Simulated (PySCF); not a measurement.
**Cd₂Se, singlet: structure and spectrum**

These are results of B3LYP/[Se def2-SVP, Cd def2-SVP with ECP28], scalar-relativistic core potentials, density fitting, no spin–orbit coupling, PySCF, not measurements.

The structure is a minimum.

```xyz
3
charge 0 multiplicity 1, angstrom
Se    0.0000    0.0000    0.0000
Cd    0.0000    0.0000    2.5567
Cd    0.0000    0.0000   -2.5567
```

* Point group: D∞h
* Bond lengths: Se–Cd 2.557 Å (×2)
* Bond angles: Cd–Se–Cd 180.0°
* Zero-point energy: 2.3 kJ/mol
* Lowest empty level: -3.77 eV
* Entropy at 298.15 K and 1 bar: 332.5 J/(mol K)
* Highest occupied level: -5.74 eV
* Principal polarisabilities: 72.9, 72.9, 348.8 bohr³
* Heat capacity Cp at 298.15 K: 61.6 J/(mol K)
* Atomisation energy without zero-point energy: 134 kJ/mol
* Rotational symmetry number: 2
* Enthalpy at 298.15 K above 0 K: 16.57 kJ/mol
* Principal quadrupole moments (Buckingham, traceless) about the centre of mass: -9.44, -9.44, 18.87 D Å
* Dipole moment: 0.00 D
* Rotational constants: 0.01132 cm⁻¹

Harmonic modes (masses in u: Se 79.917, Cd 113.903):
```tsv
symmetry	ω (cm⁻¹)	IR (km/mol, summed over degenerate members)	μ (u)
πu	36	14.9	86.63
σg+	125	0.0	113.90
σu+	183	13.7	86.63
```

In D∞h the vibrations span πu + σg+ + σu+. The σg+ mode carries no infrared intensity, as symmetry demands. With a centre of inversion only u modes can be infrared active and only g modes Raman active.

Charges (e):
```csv
atom,Mulliken,Löwdin,polar tensor,Mayer order to Se1
Se1,-0.38,-0.15,-0.14,–
"Cd2,3",0.19,0.07,0.07,0.96
```
Other Mayer orders above 0.3: Cd–Cd 0.39.

Mulliken populations on Se1: s 7.90, p 16.46, d 10.02.

Outer orbital energies (eV). occupied: -14.25, -14.25, -14.25, -13.98, -8.70, -6.14, -5.74, -5.74; empty: -3.77, -0.90, -0.90, -0.24.

Only a few start shapes were tried, so a lower isomer may exist.

The final relaxation and frequency run took about 40 core-seconds on a shared host.
